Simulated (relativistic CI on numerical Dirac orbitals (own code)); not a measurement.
## d1 to d9 in one octahedral field

Computed with a parametric ligand-field model without spin-orbit coupling, by exact diagonalisation: B = 600, C = 2390, 10Dq = 26800 cm⁻¹ (Oh; |10Dq|/B = 44.7) for every shell. Energies in cm⁻¹; the field energy is (0.6 n_e − 0.4 n_t2) × 10Dq of the ground term; g labels are left out.

| Shell | Ground term | Electrons in e | Field energy | First spin-allowed bands | Lowest term of other spin |
| --- | --- | --- | --- | --- | --- |
| d1 | 2T2 | 0.000 | -10720 | 2E 26800 |  |
| d2 | 3T1 | 0.012 | -21117 | 3T2 25398, 3T1 32995 | 1T2 8614 |
| d3 | 4A2 | 0.000 | -32160 | 4T2 26800, 4T1 33411 | 2E 11847 |
| d4 | 3T1 | 0.018 | -42394 | 3E 24519, 3T1 25105 | 1T2 7222 |
| d5 | 2T2 | 0.034 | -52687 | 2A2 23679, 2T1 23896 | 4T1 15277 |
| d6 | 1A1 | 0.025 | -63646 | 1T1 25100, 1T2 33492 | 3T1 20008 |
| d7 | 2E | 1.017 | -47777 | 2T1 24958, 2T2 25526 | 4T1 15052 |
| d8 | 3A2 | 2.000 | -32160 | 3T2 26800, 3T1 33411 | 1E 9500 |
| d9 | 2E | 3.000 | -16080 | 2T2 26800 |  |

Low spin: d4, d5, d6, d7; the other shells keep the spin of the free ion. Only d4 to d7 can choose; the field needed to pair spins is smallest for d6 and largest for d5, which loses most exchange energy. In the strong-field picture 10Dq must exceed about 6B + 5C = 15550 (d4), 7.5B + 5C = 16450 (d5), 2.5B + 4C = 11060 (d6) and 4B + 4C = 11960 (d7); mixing of terms shifts these bounds somewhat.
